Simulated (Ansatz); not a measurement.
`C#[C][Sn]([F])([F])[F]` and `[F][Sn]([F])([F])[SiH3]` differ in one atom or group.

Ansatz, PBE0-D4/def2-TZVP geometries, multiplicity 1. 

Elements past krypton have def2 core potentials.

```tsv
property	`C#[C][Sn]([F])([F])[F]`
HOMO energy (PBE/def2-TZVPP) / eV	-8.39
HOMO energy (B3LYP/def2-TZVPP) / eV	-9.42
zero-point energy (PBE0-D4/def2-TZVP) / kJ/mol	64.9
size of the dipole moment (B3LYP/def2-TZVPP) / D	4.08
LUMO energy (PBE/def2-TZVPP) / eV	-3.21
HOMO–LUMO gap (B3LYP/def2-TZVPP) / eV	6.88
```

Problem. What does the change do to each property? (An estimate is asked.)

Solution. Computed: 
```
                                        property  `[F][Sn]([F])([F])[SiH3]`  shift
               HOMO energy (PBE/def2-TZVPP) / eV                      -8.25   0.14
             HOMO energy (B3LYP/def2-TZVPP) / eV                      -9.40   0.02
  zero-point energy (PBE0-D4/def2-TZVP) / kJ/mol                       80.7   15.8
size of the dipole moment (B3LYP/def2-TZVPP) / D                       5.58   1.50
               LUMO energy (PBE/def2-TZVPP) / eV                      -2.90   0.31
           HOMO–LUMO gap (B3LYP/def2-TZVPP) / eV                       7.12   0.24
```

With PBE0 the HOMO rises by 0.07 eV and the LUMO rises by 0.18 eV, so the gap widens by about 0.11 eV. PBE moves the HOMO by 0.14 eV and ωB97M-V by 0.29 eV. The zero-point energy changes by 15.8 kJ/mol with +3 modes. Dipoles are sizes alone; their direction can turn.

B3LYP here is the variant with VWN-RPA as its local correlation; programs differ in this.
